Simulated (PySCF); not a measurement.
**Orbital energies and ionisation energy**

Species: C3H12Al2O2.
Geometry (PBE0-D3(BJ)/def2-SVP, Å), atoms numbered from 1 in this order:
```
atom  x, y, z in Å
C1    -1.7520    2.0735   -0.2110
O2    -0.7202    1.1393    0.0130
Al3    0.9743    1.4174    0.7341
O4     1.2726   -0.2157   -0.1100
C5     2.3081   -1.1476    0.1074
Al6   -0.4293   -0.5042   -0.8345
C7    -1.2656   -2.0395    0.0402
H8    -2.2478    1.8714   -1.1736
H9    -2.5034    2.0205    0.5929
H10   -1.3433    3.0959   -0.2485
H11    1.0731    1.2083    2.3099
H12    1.6448    2.6723    0.0204
H13    3.1168   -1.0061   -0.6269
H14    1.9229   -2.1751    0.0151
H15    2.7235   -1.0308    1.1212
H16   -0.5137   -0.2792   -2.4100
H17   -0.7949   -2.9926   -0.2577
H18   -2.3344   -2.1295   -0.2175
H19   -1.1956   -1.9696    1.1387
```

Level: CAM-B3LYP/def2-SVPD (PySCF). Frontier orbitals with their largest atomic shares (Löwdin; up to four atoms above 4 %):

| orbital | ε (eV) | main atoms |
| --- | --- | --- |
| HOMO−3 | -10.45 | O2 32 %, O4 32 %, C1 9 %, C5 9 % |
| HOMO−2 | -10.26 | Al6 16 %, H16 14 %, O2 13 %, O4 13 % |
| HOMO−1 | -9.28 | Al3 27 %, H11 20 %, H12 20 %, C7 10 % |
| HOMO | -8.83 | ? |
| LUMO | 0.56 | Al3 22 %, Al6 10 %, C1 9 %, C5 9 % |
| LUMO+1 | 0.74 | Al6 33 %, Al3 20 %, C5 5 %, C7 4 % |
| LUMO+2 | 1.26 | Al3 44 %, Al6 18 %, H11 5 %, C7 5 % |

Q: What vertical ionisation energy does ΔSCF give, and how far is −ε(HOMO) from it?

A: ΔSCF: 9.55 eV (922 kJ/mol; threshold wavelength 130 nm); ⟨S²⟩ of the doublet left behind is 0.761, against 0.75 for a pure doublet. −ε(HOMO) is 8.83 eV, 0.72 eV below it. For the exact functional −ε(HOMO) would equal the first vertical ionisation energy; CAM-B3LYP (range-separated hybrid) falls short of its own ΔSCF value by 8 %. Holes in the HOMO−1 and HOMO−2 were tried too where these lie within 1.2 eV of the HOMO; the lowest converged state counts.

Q: On which atoms does the HOMO lie?

A: C7 (methyl carbon) 23 %, Al6 (aluminium bonded to C, 2 O and H) 18 %, H16 (Al–H hydrogen) 16 %, Al3 (aluminium bonded to 2 O and 2 H) 8 %, so no atom holds as much as 40 %. The HOMO−1 lies 0.45 eV lower.

Q: What kinetic energy would electrons from this vertical process carry with Lyman-α light (10.199 eV)?

A: 10.20 − 9.55 = 0.65 eV.

Q: How many of the 10 lowest singlet excitations (vertical TDDFT, same level) lie below the ionisation energy?

A: All 10; they run from 6.36 to 8.11 eV.

Q: What total energies stand behind the ΔSCF value?

A: E(N) = -756.54810 Eh and E(N − 1) = -756.19700 Eh at the same geometry, 0.35110 Eh apart.

Geometry: PBE0-D3(BJ)/def2-SVP; no solvent, vibrations or thermal averaging.
